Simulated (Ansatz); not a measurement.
Geometry optimisation, RKS CAM-B3LYP/def2-SVP in Ansatz.

The input (input.yaml):

```yaml
crystal:
  periodic: [false, false, false]
  atoms:
    - { symbol: O, position_ang: [-1.84953, 2.04645, 1.49966] }
    - { symbol: In, position_ang: [-0.21681, 1.21661, 0.84389] }
    - { symbol: S, position_ang: [2.06412, 1.74724, 1.36106] }
    - { symbol: O, position_ang: [-0.62726, -0.22078, -0.44431] }
    - { symbol: Si, position_ang: [0.05068, -1.53719, -1.08353] }
    - { symbol: H, position_ang: [-2.61763, 1.63036, 1.10305] }
    - { symbol: H, position_ang: [2.51512, 0.81068, 0.52876] }
    - { symbol: H, position_ang: [-0.9801, -2.00189, -2.00915] }
    - { symbol: H, position_ang: [0.35875, -2.51386, -0.02841] }
    - { symbol: H, position_ang: [1.30266, -1.17761, -1.77102] }
basis:
  gaussian: { orbitals: def2-SVP }
hamiltonian:
  xc: cam_b3lyp
relax:
  f_tol: 0.015
  max_steps: 40
output:
  orbitals: {}
```

Run as:

```bash
$ ansatz run input.yaml --threads 2 --pin off --max-ram 3072MiB --backend cpu --events-out ev --progress --plain --runs-dir out
```

Where does it end, and by what steps?

It converged. The force dipped under the threshold on the way, but the program's further checks kept it going. After 24 steps the energy has fallen by 0.152 eV; H9 moved furthest, 0.77 Å.

```tsv
step	energy less start (eV)	largest force component (eV/Å)	accepted
0	0.0000	0.943	yes
1	-0.1321	0.337	yes
2	-0.1384	0.143	yes
3	-0.1369	0.137	no
4	-0.1406	0.046	yes
5	-0.1409	0.070	yes
6	-0.1427	0.066	yes
7	-0.1432	0.076	yes
8	-0.1443	0.067	yes
9	-0.1451	0.058	yes
10	-0.1455	0.098	yes
11	-0.1463	0.096	yes
12	-0.1483	0.043	yes
13	-0.1492	0.008	yes
14	-0.1468	0.200	no
15	-0.1502	0.037	yes
16	-0.1504	0.089	yes
17	-0.1511	0.036	yes
18	-0.1514	0.004	yes
19	-0.1517	0.020	yes
20	-0.1507	0.121	no
21	-0.1520	0.021	yes
22	-0.1520	0.018	yes
23	-0.1521	0.009	yes
24	-0.1521	0.008	yes
```

```xyz
10
Properties=species:S:1:pos:R:3
O -1.810 2.158 1.604
In -0.247 1.249 0.809
S 1.989 2.026 0.974
O -0.684 -0.426 -0.170
Si 0.048 -1.628 -1.018
H -2.634 1.685 1.427
H 2.461 0.984 0.255
H -0.473 -1.686 -2.413
H -0.180 -2.951 -0.371
H 1.530 -1.410 -1.095
```

Whether the end is a true minimum wasn't checked by a vibrational analysis.

The run took 120 s on 2 threads of Arm Neoverse V2 (shared host), peak memory 0.37 GiB.
